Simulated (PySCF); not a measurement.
silyloxysilylformaldehyde (CH6O2Si2), SMILES O=C[SiH2]O[SiH3]. Geometry optimised at PBE-D3(BJ)/def2-SVP. One conformer was computed; it need not be the lowest.

Q: Give the equilibrium geometry at PBE-D3(BJ)/def2-SVP (PySCF confirms it by a frequency run) as Cartesian coordinates in Å, and its point group. (An estimate is asked for; the answer gives what the named calculation found.)

A: One answer among several that fit: point group Cs.
```xyz
11

O     -0.1757     3.2355     0.0000
C     -0.6188     2.0999     0.0000
Si     0.6128     0.6068     0.0000
O     -0.2670    -0.8153     0.0000
Si    -0.1533    -2.4883     0.0000
H     -1.7420     1.9096     0.0000
H      1.4745     0.7173     1.2283
H      1.4745     0.7173    -1.2283
H     -1.5467    -3.0426     0.0000
H      0.5809    -2.9613     1.2257
H      0.5809    -2.9613    -1.2257
```
Charge 0, spin multiplicity 1.
